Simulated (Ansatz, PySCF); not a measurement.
Potential energy curve for CLi (anion, charge -1), lowest singlet found (which spin is the ground state isn't settled by this scan).

- RCCSDT = CCSDT on RHF/aug-cc-pVDZ, frozen core (Ansatz, an electronic-structure program)
- RCCSD = CCSD on RHF/aug-cc-pVDZ, frozen core (Ansatz)
- RKS-B3LYP/6-31G* = restricted B3LYP/6-31G*, spherical d in PySCF 2.14.0

Energies are in mEh, each relative to the lowest point of its own curve between 1.77 and 2.56 Å, where full CI is lowest.

| R / Å | RCCSDT | RCCSD | RKS-B3LYP/6-31G* |
|---|---|---|---|
| 1.61 | 45.2 | 41.0 | 9.2 |
| 1.70 | 25.6 | 28.1 | ? |
| 1.77 | 15.2 | 17.6 | ? |
| 1.85 | ? | 9.6 | 9.9 |
| 1.93 | 4.1 | 4.5 | 13.5 |
| 2.00 | 2.1 | 1.9 | ? |
| 2.04 | 1.3 | 0.9 | 20.1 |
| 2.14 | 0.1 | 0.0 | 26.9 |
| 2.21 | 0.0 | 0.3 | ? |
| 2.32 | 0.9 | 2.0 | 40.0 |
| 2.41 | 2.3 | 4.1 | ? |
| 2.56 | 7.4 | 8.6 | 0.0 |
| 2.76 | 13.6 | 15.5 | 8.6 |

Question: Fill in the missing entries.

Answer: 
- 1.70, RKS-B3LYP/6-31G*: 7.0
- 1.77, RKS-B3LYP/6-31G*: 7.5
- 1.85, RCCSDT: 8.3
- 2.00, RKS-B3LYP/6-31G*: 17.5
- 2.21, RKS-B3LYP/6-31G*: 31.9
- 2.41, RKS-B3LYP/6-31G*: 46.7

The scan ran from 1.46 to 6.92 Å; beyond the distances shown full CI changes its symmetry label. The T1 diagnostic of CCSD on the restricted reference of RCCSDT, RCCSD exceeds 0.045 at 1.61 to 2.76 Å. Where the anion isn't bound against loss of the electron, the finite basis alone holds it. At the minimum RCCSDT, RCCSD lies far from FCI: another state is possible. The restricted form behind RKS-B3LYP/6-31G* keeps the bonding electrons paired and can't separate into open-shell fragments.
